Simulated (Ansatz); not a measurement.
Reactions of C$_{6}$H$_{5}$Cl$_{3}$Hf, SMILES `[Cl][Hf]([Cl])([Cl])[c]1ccccc1`.

Isolated molecules relaxed with PBE0-D4/def2-TZVP in Ansatz; ΔE leaves out vibrations. CCSD(T)/CBS is the MP2 limit (def2-TZVPP, def2-QZVPP) plus CCSD(T) − MP2 in def2-TZVPP, frozen cores. This one scheme is used for every species. def2 core potentials past Kr. For Br, Hf, I outer-core shells are correlated without core-valence functions, which leaves a few kJ/mol of doubt a bond. Scalar relativity is left out up to krypton. Each species was taken in one conformer, which may not be the lowest.

```
                                                                                         reaction  HF/CBS(def2) (kcal/mol)  CCSD(T)/CBS(def2) (kcal/mol)
                 `[Cl][Hf]([Cl])([Cl])[c]1ccccc1` + HBr → `[Cl][Hf]([Cl])([Cl])[Br]` + `c1ccccc1`                    -51.1                         -45.5
                 `[Cl][Hf]([Cl])([Cl])[c]1ccccc1` + H₂S → `[SH][Hf]([Cl])([Cl])[Cl]` + `c1ccccc1`                    -32.1                         -29.0
                   `[Cl][Hf]([Cl])([Cl])[c]1ccccc1` + HI → `[Cl][Hf]([Cl])([Cl])[I]` + `c1ccccc1`                    -47.1                         -43.0
                  `[Cl][Hf]([Cl])([Cl])[c]1ccccc1` + H–F → `[F][Hf]([Cl])([Cl])[Cl]` + `c1ccccc1`                    -57.1                         -47.9
`[Cl][Hf]([Cl])([Cl])[c]1ccccc1` + `OCC(F)(F)F` → `FC(F)(F)C[O][Hf]([Cl])([Cl])[Cl]` + `c1ccccc1`                    -47.9                         -42.2
          `[Cl][Hf]([Cl])([Cl])[c]1ccccc1` + `N=C=O` → `O=C=[N][Hf]([Cl])([Cl])[Cl]` + `c1ccccc1`                    -47.7                         -39.6
```

Largest T1 diagnostic: 0.018, for `N=C=O`.
